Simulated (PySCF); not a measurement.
Molecule: `InChI=1S/CH8OSSi2/c1-3-5-2-4/h5H2,1,4H3`.

Geometry (Å), atoms numbered from 1 in this order:
```xyz
13

C    -2.090   -0.614    0.390
S    -1.120   -1.084   -1.082
Si    0.030    0.689   -1.370
O     1.148    0.891   -0.159
Si    2.061   -0.099    0.820
H    -1.440   -0.415    1.253
H    -2.721    0.262    0.186
H    -2.737   -1.469    0.626
H     0.700    0.496   -2.685
H    -0.843    1.895   -1.359
H     1.187   -0.782    1.821
H     2.781   -1.130    0.014
H     3.048    0.758    1.533
```

Geometry PBE0-D3(BJ)/def2-SVP throughout; GIAO in PySCF, gas phase, one conformer, non-relativistic; equivalent atoms averaged; basis pcSseg-1.

For orientation, PBE0 gives these absolute shieldings σ: C1 169.9, S2 630.2, Si3 360.5, Si5 388.9, O4 305.9, H9/H10 25.96, H11/H12/H13 26.30, H6/H7/H8 29.13 ppm.

A run gave: C1 169.3, S2 623.5, Si3 369.2, Si5 394.2, O4 301.6, H9/H10 25.77, H11/H12/H13 26.14, H6/H7/H8 29.07 ppm (absolute shieldings σ).

Task: Which functional was used in that run?
A. PBE
B. OPBE
C. B3LYP
D. BHandHLYP
E. HF

Result: B. S2 tells them apart best: OPBE gives 623.5, HF gives 703.4, BHandHLYP gives 642.2, B3LYP gives 602.2, PBE gives 592.4 ppm.
